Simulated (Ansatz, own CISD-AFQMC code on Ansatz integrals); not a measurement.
H6Si3, SMILES `[SiH2]1[SiH2][SiH2]1` (charge 0, multiplicity 1).

Cartesian coordinates (Å):
```xyz
9

Si    -0.8145    -1.0716     0.0954
Si    -0.5199     1.2453     0.0057
Si     1.3344    -0.1736    -0.1011
H     -1.4067    -1.7575    -1.0742
H     -1.2116    -1.6873     1.3808
H     -0.9331     1.9664    -1.2183
H     -0.7380     2.0366     1.2367
H      2.2423    -0.2440     1.0651
H      2.0472    -0.3142    -1.3900
```
Charge 0, spin multiplicity 1.

Frozen-core energies in cc-pVDZ from Ansatz (a quantum-chemistry and plane-wave program) at a geometry from B3LYP-D3(BJ)/def2-TZVP; the HF reference has <S^2> = 0.00 and the T1 diagnostic is 0.014.

| level | energy (Ha) |
|---|---|
| HF | -870.23211 |
| MP2 | -870.53107 |
| CCSD | -870.59138 |

### Question
Estimate the energies of CCSD(T), CCSDT, phaseless AFQMC, CISD trial (own CISD-AFQMC code on Ansatz integrals; ±0.28 mHa) and CCSDT(Q), and give each level's difference from CCSDT(Q).

### Answer

```
level                                                                             energy (Ha)  difference from CCSDT(Q) (mHa)
--------------------------------------------------------------------------------  -----------  ------------------------------
MP2                                                                                -870.53107                           74.57
CCSD                                                                               -870.59138                           14.26
CCSD(T)                                                                            -870.60320                            2.44
CCSDT                                                                              -870.60496                            0.68
phaseless AFQMC, CISD trial (own CISD-AFQMC code on Ansatz integrals; ±0.28 mHa)   -870.60513                            0.51
CCSDT(Q)                                                                           -870.60564                            0.00
```
